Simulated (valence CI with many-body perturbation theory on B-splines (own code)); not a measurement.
**E1 line list for Pm²⁹⁺**

Method: valence CI with perturbative core correlation (CI+MBPT): four valence electrons over a frozen Dirac-Fock core [Ar] 3d10, a basis of 11 s, 11 p, 10 d, 8 f, 5 g, 2 h functions for each j, with the one-electron correlation potential Σ1, the two-electron term Σ2, the three-electron term Σ3, Breit, model QED; selected CI, second order for the rest, scaled by the run's own slope (own B-spline code, finite nucleus).

No measured spectrum was set against this ion. As an estimate, large intervals hold to a few tenths of a per cent, small ones and those within an open d or f shell to about a per cent. Among the levels kept, up to 330 cm⁻¹ of a level comes from second order outside the variational space, and about a tenth of that is noise between levels of different J, which matters for small intervals.

Lines 201 to 250 of 560 in falling wavelength, among levels below 3013.4 × 10³ cm⁻¹, chosen from the strongest by gf and those to the six lowest levels. Wavelengths and rates use the calculated energies. Electric multipoles are in the length gauge, E1 and E2 with the static RPA response of the core. Weak lines are less certain than strong ones. Lines between different terms over intervals too small for the method are left out, as are lines whose strength nearly cancels. Where a level lies close to another of its J and parity, the split of strength between their lines is uncertain. The highest levels of a list are the least certain.

Levels are named by their leading jj configuration (3d3/2^4 stands for four electrons in 3d with j = 3/2), which in mixed levels can hold well under half, so a name can repeat and another be missing. Letters in brackets count levels of one name in rising energy.

| λ vac (Å) | Upper | Lower | A (s⁻¹) | S (a.u.) |
| --- | --- | --- | --- | --- |
| 104.5 | (4s 4p1/2 4p3/2 4f7/2) J=3 | (4s 4p1/2 4p3/2 4d5/2) J=3 [c] | 4.15e+10 | 1.64e-01 |
| 104.3 | (4s 4p1/2 4p3/2 4d5/2) J=0 | (4s 4p1/2 4p3/2^2) J=1 [b] | 1.83e+11 | 1.03e-01 |
| 104.3 | (4s 4p1/2 4d3/2 4d5/2) J=1 [b] | (4p1/2 4p3/2^3) J=2 | 6.29e+10 | 1.06e-01 |
| 104.1 | (4s 4p1/2^2 4d5/2) J=2 | (4s 4p1/2^2 4p3/2) J=1 | 1.29e+11 | 3.59e-01 |
| 104.1 | (4s 4p1/2 4p3/2 4d5/2) J=3 [a] | (4s 4p1/2 4p3/2^2) J=2 | 4.37e+10 | 1.70e-01 |
| 104.0 | (4s^2 4d5/2^2) J=2 | (4s^2 4p3/2 4d5/2) J=3 | 1.45e+11 | 4.02e-01 |
| 103.9 | (4p1/2^2 4p3/2 4d5/2) J=1 | (4p1/2^2 4p3/2^2) J=0 | 8.60e+10 | 1.43e-01 |
| 103.8 | (4s^2 4d3/2 4d5/2) J=1 | (4s^2 4p3/2 4d5/2) J=2 | 5.36e+10 | 8.88e-02 |
| 103.8 | (4s 4p1/2 4d5/2^2) J=4 | (4s 4p1/2 4p3/2 4d5/2) J=5 | 2.07e+10 | 1.03e-01 |
| 103.7 | (4s 4p1/2 4d3/2 4d5/2) J=3 [b] | (4s 4p1/2 4p3/2 4d5/2) J=4 [b] | 2.15e+10 | 8.29e-02 |
| 103.7 | (4s^2 4p3/2 4f5/2) J=3 | (4s^2 4p3/2 4d5/2) J=3 | 3.35e+10 | 1.29e-01 |
| 103.7 | (4s 4p1/2^2 4d5/2) J=3 | (4s 4p1/2^2 4p3/2) J=2 | 7.12e+10 | 2.74e-01 |
| 103.7 | (4s 4p1/2 4p3/2 4f5/2) J=1 [a] | (4s 4p1/2 4p3/2 4d3/2) J=1 [c] | 5.02e+10 | 8.28e-02 |
| 103.6 | (4s^2 4d3/2 4d5/2) J=3 | (4s^2 4p3/2 4d3/2) J=3 | 4.10e+10 | 1.57e-01 |
| 103.6 | (4p1/2 4p3/2^2 4d5/2) J=0 | (4p1/2 4p3/2^3) J=1 | 1.70e+11 | 9.34e-02 |
| 103.3 | (4s^2 4p1/2 4d5/2) J=3 | (4s^2 4p1/2 4p3/2) J=2 | 1.06e+11 | 4.05e-01 |
| 103.3 | (4s^2 4p3/2 4d3/2) J=1 | (4s^2 4p3/2^2) J=2 | 1.93e+11 | 3.15e-01 |
| 103.2 | (4p1/2^2 4p3/2 4d5/2) J=2 | (4p1/2^2 4p3/2^2) J=2 | 2.56e+10 | 6.95e-02 |
| 103.0 | (4s 4p1/2 4d3/2 4d5/2) J=2 [b] | (4s 4p1/2 4p3/2 4d3/2) J=1 [b] | 3.30e+10 | 8.91e-02 |
| 103.0 | (4s 4p1/2 4d3/2 4d5/2) J=3 [d] | (4s 4p1/2 4p3/2 4d3/2) J=3 [b] | 4.19e+10 | 1.58e-01 |
| 102.9 | (4s 4p1/2 4p3/2 4f7/2) J=4 [b] | (4s 4p1/2 4p3/2 4d5/2) J=4 [c] | 3.70e+10 | 1.79e-01 |
| 102.9 | (4s 4p1/2 4p3/2 4d3/2) J=1 [e] | (4s^2 4p1/2 4d3/2) J=2 [b] | 6.29e+10 | 1.01e-01 |
| 102.8 | (4s 4p1/2 4d3/2 4d5/2) J=3 [a] | (4s 4p1/2 4p3/2 4d3/2) J=3 [a] | 2.71e+10 | 1.02e-01 |
| 102.7 | (4s 4p3/2^2 4d5/2) J=3 [a] | (4s 4p3/2^3) J=2 | 4.06e+10 | 1.52e-01 |
| 102.7 | (4s^2 4p1/2 4d3/2) J=1 | (4s^2 4p1/2 4p3/2) J=2 | 1.97e+10 | 3.16e-02 |
| 102.7 | (4s 4p1/2 4d3/2 4d5/2) J=4 [a] | (4s 4p1/2 4p3/2 4d3/2) J=3 [a] | 3.73e+10 | 1.80e-01 |
| 102.6 | (4s^2 4p3/2 4f5/2) J=4 | (4s^2 4p3/2 4d5/2) J=3 | 5.59e+10 | 2.69e-01 |
| 102.6 | (4s^2 4d3/2 4d5/2) J=4 | (4s^2 4p3/2 4d3/2) J=3 | 1.35e+10 | 6.48e-02 |
| 102.6 | (4s 4p1/2 4p3/2 4d5/2) J=2 [e] | (4s^2 4p1/2 4d3/2) J=2 [b] | 2.78e+10 | 7.41e-02 |
| 102.6 | (4s 4p1/2 4d3/2 4d5/2) J=2 [b] | (4s 4p1/2 4p3/2 4d3/2) J=2 [b] | 3.47e+10 | 9.25e-02 |
| 102.5 | (4p1/2 4p3/2^2 4d5/2) J=2 [d] | (4s 4p1/2 4p3/2 4d5/2) J=2 [a] | 3.42e+10 | 9.10e-02 |
| 102.5 | (4s 4p1/2 4p3/2 4f5/2) J=2 [a] | (4s 4p1/2 4p3/2 4d3/2) J=1 [b] | 3.27e+10 | 8.70e-02 |
| 102.4 | (4s 4p1/2 4p3/2 4f5/2) J=3 [a] | (4s 4p1/2 4p3/2 4d3/2) J=2 [b] | 1.88e+10 | 6.96e-02 |
| 102.3 | (4s 4p3/2^2 4d5/2) J=1 [a] | (4s 4p3/2^3) J=2 | 1.48e+11 | 2.35e-01 |
| 102.2 | (4s 4p1/2 4d3/2^2) J=3 | (4s 4p1/2^2 4d5/2) J=2 | 2.08e+10 | 7.67e-02 |
| 101.9 | (4s 4p1/2 4d5/2^2) J=3 | (4s 4p1/2 4p3/2 4d5/2) J=3 [b] | 4.64e+10 | 1.70e-01 |
| 101.8 | (4s 4p1/2 4d5/2^2) J=2 | (4s 4p1/2 4p3/2 4d5/2) J=3 [b] | 4.45e+10 | 1.16e-01 |
| 101.8 | (4s 4p1/2 4d3/2 4d5/2) J=5 | (4s 4p1/2 4p3/2 4d5/2) J=4 [b] | 3.08e+10 | 1.76e-01 |
| 101.8 | (4p1/2 4p3/2^2 4d5/2) J=2 [a] | (4p1/2 4p3/2^3) J=2 | 4.23e+10 | 1.10e-01 |
| 101.6 | (4s^2 4d3/2 4d5/2) J=3 | (4s^2 4p3/2 4d3/2) J=2 | 4.18e+10 | 1.52e-01 |
| 101.6 | (4s 4p3/2^2 4d3/2) J=0 [b] | (4s^2 4p3/2 4d3/2) J=1 | 4.92e+11 | 2.54e-01 |
| 101.6 | (4s 4p1/2 4p3/2 4d3/2) J=1 [e] | (4s 4p1/2 4p3/2^2) J=1 [b] | 1.24e+11 | 1.92e-01 |
| 101.6 | (4s 4p1/2 4d3/2 4d5/2) J=2 [a] | (4s 4p1/2 4p3/2 4d3/2) J=3 [a] | 2.63e+10 | 6.81e-02 |
| 101.5 | (4s^2 4p1/2 4d5/2) J=2 | (4s^2 4p1/2 4p3/2) J=2 | 8.44e+10 | 2.18e-01 |
| 101.5 | (4p1/2 4p3/2^2 4d5/2) J=2 [e] | (4s 4p1/2 4p3/2 4d5/2) J=2 [a] | 5.43e+10 | 1.40e-01 |
| 101.5 | (4s 4p1/2 4d5/2^2) J=3 | (4s 4p1/2 4p3/2 4d5/2) J=2 [b] | 2.41e+10 | 8.69e-02 |
| 101.5 | (4s 4p3/2^2 4d5/2) J=2 [c] | (4s^2 4p3/2 4d3/2) J=3 | 4.02e+10 | 1.03e-01 |
| 101.4 | (4s 4p3/2^2 4d3/2) J=2 [b] | (4s 4p3/2^3) J=2 | 5.63e+10 | 1.45e-01 |
| 101.4 | (4s 4p1/2 4d5/2^2) J=2 | (4s 4p1/2 4p3/2 4d5/2) J=2 [b] | 1.24e+11 | 3.18e-01 |
| 101.3 | (4s^2 4d3/2 4d5/2) J=3 | (4s^2 4p3/2 4d5/2) J=4 | 3.17e+10 | 1.14e-01 |
